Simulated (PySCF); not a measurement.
Species: C₂H₂BCl₂N.
Bonds: N1–C2 (triple), C2–C3, C3–B4, B4–Cl5, B4–Cl6. Hydrogens: H7, H8 on C3.

Torsions of this conformer, `[N:1]#[C:2][CH2:3][B:4]([Cl:5])[Cl:6]`: C2–C3–B4–Cl5 -176°.

The closed-shell ground state was solved at several levels (PySCF, density fitting, gas phase, non-relativistic). One conformer (not necessarily the lowest) at the PBE0-D3(BJ)/def2-SVP geometry, without solvent, vibrations or thermal averaging.

```csv
level,basis functions,HOMO (eV),LUMO (eV),gap (eV),dipole (D)
KT2/pcSseg-2,258,-8.02,-2.94,5.08,3.43
PBE0/def2-SVPD,150,-9.41,-2.06,7.35,3.47
```

Task: Estimate the row for PBE0/pcSseg-1, a basis of 126 functions; the other rows only guide the guess.

Result: HOMO -9.41 eV, LUMO -2.00 eV, gap 7.41 eV, dipole 3.42 D.

Task: Over all these levels, which gives the widest orbital gap and which the narrowest?

Result: PBE0/pcSseg-1 (global hybrid, 25 % exact exchange) has the widest, 7.41 eV, and KT2/pcSseg-2 (GGA) the narrowest, 5.08 eV. Functional and basis both differ between the two, so the spread mixes both effects.

Task: How far do the dipole and the HOMO energy spread over the levels?

Result: The dipole runs from 3.42 to 3.47 D (mean 3.44 D) and the HOMO from -9.41 to -8.02 eV.
